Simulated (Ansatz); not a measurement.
`N[SiH2]OP` + H₂ → `[SiH3]OP` + NH₃  (hydrogenolysis of the Si–N bond)

Gas-phase electronic energies from Ansatz, PBE0-D4/def2-TZVP geometries. CCSD(T)/CBS is the MP2 limit (def2-TZVPP, def2-QZVPP) plus CCSD(T) − MP2 in def2-TZVPP, frozen cores. This one scheme is used for every species. DFT in def2-TZVPP. HSE06 is defined as in plane-wave codes. Each species was taken in one conformer, which may not be the lowest.

| level | ΔE (kJ/mol) |
| --- | --- |
| r2SCAN0-D4 | 52.3 |
| HSE06-D4 | 47.7 |
| PBE0 | 43.5 |
| HF/def2-QZVPP | 34.9 |

Q: What does CCSD(T)/CBS give? (An estimate is asked.)

A: Computed: +50.6 kJ/mol. The listed levels differ from it by 1.7, -2.9, -7.1, -15.7 kJ/mol.

Largest T1 diagnostic among the species: 0.012.

In def2-TZVPP, CCSD(T) changes the Hartree–Fock value by +13.4 kJ/mol (the triples alone add +3.4 kJ/mol) and MP2 by +20.3 kJ/mol. Leaving LDA and LC-ωPBE aside and taking each functional with its dispersion term where it has one, the values, not all of them listed here, spread over 7.1 kJ/mol, from B2PLYP to r2SCAN-D4. LDA lies +11.3 kJ/mol from PBE without D4. The D4 term adds +7.9 kJ/mol with B3LYP and +4.4 kJ/mol with PBE0; it sums over pairs of atoms, weighted by their polarisabilities, and B3LYP, whose exchange is more repulsive, gets the larger term.

B3LYP here is the variant with VWN-RPA as its local correlation; programs differ in this.
